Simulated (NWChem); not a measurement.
Molecule: BAsH₂F₂; SMILES FB(F)[AsH2]

```xyz
6

B     -0.0093     1.0228     0.0000
As     0.0304    -1.0132     0.0000
H     -0.9940    -1.1304     1.1164
H     -0.9940    -1.1304    -1.1164
F      0.0287     1.7103    -1.1239
F      0.0287     1.7103     1.1239
```
Atoms are numbered in this order, from 1.

Coordinates come from a PBE0/def2-SVP optimisation.

Q: Give the principal values of the shielding tensors (ppm) of B1, As2, F5 from PBE/pcSseg-1, GIAO (NWChem), with their diamagnetic and paramagnetic parts as GIAO splits them.

A: 
```tsv
atom	σ11	σ22	σ33	isotropic	diamagnetic	paramagnetic
B1	24.5	73.0	81.4	59.6	194.6	-134.9
As2	1735.8	1950.5	1970.6	1885.6	2878.2	-992.6
F5	-38.0	244.6	316.3	174.3	470.5	-296.1
```
